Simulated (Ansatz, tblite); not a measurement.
Cost and result up the ladder for the cluster Ga₄As₅⁻ (the lowest singlet isomer of a short search) (9 atoms). Charge -1, multiplicity 1. Geometry: PBE-D4/def2-SVP.

```xyz
9

Ga   -0.037    2.458   -1.692
Ga    0.811   -2.334    1.383
Ga    1.064    0.395    0.030
Ga   -1.547   -1.398    0.130
As    2.663   -1.000    1.221
As   -1.502    1.012    0.426
As   -2.347    2.388   -1.372
As    2.196    1.872   -1.487
As   -1.302   -3.391    1.361
```

Ansatz on 4 threads of Intel Xeon on a shared host; xTB runs through tblite on one thread. Times are rough, summed over both states, and most runs start from the orbitals of an earlier one. No level here is sound enough to serve as a yardstick. The other state is a triplet at its own geometry, which has other bonds, so the gap mixes isomer and spin.

The xTB rows come from tblite. The structure comes from a short search, and lower isomers may exist.

Run but left out: HF/STO-3G (triplet: ⟨S²⟩ 5.06, where a pure state has 2.00).

xTB has no spin-polarisation term.

| level | functions | triplet − singlet (eV) |
| --- | --- | --- |
| GFN1-xTB | 81 | 1.14 |
| PBE-D4/def2-SVP (with forces) | 288 | 0.39 |
| GFN2-xTB | 81 | 1.02 |
| r2SCAN-D4/def2-SVP | 288 | 0.33 |

Task: Estimate how long each takes.

Result: GFN2-xTB 0.32 s; GFN1-xTB 1.2 s; PBE-D4/def2-SVP (with forces) 38 s; r2SCAN-D4/def2-SVP 2.2 min. On shared hardware such times vary by a factor of up to 3.
